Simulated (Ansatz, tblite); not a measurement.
Forces on W(SH)F5 (HWSF5) at its PBE-D4/def2-SVP geometry. The state is a singlet with charge 0.

In the def2 sets W takes a core potential; there is no spin–orbit coupling. The xTB rows come from tblite.

GFN1-xTB (tblite), largest force 2.48 eV/Å:

```xyz
8
positions Å, forces eV/Å
W     0.348    0.242    0.104    0.563   -0.042    0.133
S    -0.824   -1.783   -0.366   -0.201    2.027    0.149
H    -2.057   -1.254   -0.602    0.739   -0.592    0.115
F     0.998    1.984    0.426   -0.638   -1.687   -0.314
F     1.793   -0.905    0.331   -1.839    1.647   -0.268
F    -1.324    1.015   -0.209    2.036   -0.925    0.381
F     0.112    0.175    1.960    0.175   -0.005   -2.255
F     0.954    0.526   -1.643   -0.835   -0.423    2.058
```

GFN2-xTB (tblite), largest force 0.77 eV/Å:

```
W 0.076 0.252 0.045
S -0.661 -0.357 -0.190
H 0.311 -0.161 0.057
F -0.009 -0.481 -0.050
F -0.020 0.550 0.050
F 0.264 0.128 0.072
F 0.117 0.074 -0.407
F -0.079 -0.005 0.422
```

PBE0-D4/def2-TZVP (Ansatz), largest force 1.04 eV/Å:

```
W -0.012 0.156 0.019
S -0.093 0.671 0.042
H 0.458 -0.149 0.093
F -0.282 -0.897 -0.154
F -0.792 0.666 -0.119
F 0.878 -0.384 0.164
F 0.150 0.061 -0.994
F -0.308 -0.125 0.949
```
